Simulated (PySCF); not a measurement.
A structure optimised at PBE-D3(BJ)/def2-SVP, used in a PySCF frequency run:

```
C
F 1 1.3598
F 1 1.3598 2 108.93
H 1 1.1149 2 109.63 3 119.96
C 1 1.5324 4 111.05 3 120.23
F 5 1.3598 1 108.78 4 -59.26
F 5 1.3598 6 108.93 1 -118.43
H 5 1.1149 6 109.63 7 -119.96
```
Charge 0, spin multiplicity 1.

Question: Write its SMILES, formula and point group.

Answer: FC(F)C(F)F, C2H2F4, C2h

Question: What are its rotational constants (standard atomic weights)?

Answer: 5.0393, 3.1182, 2.0387 GHz
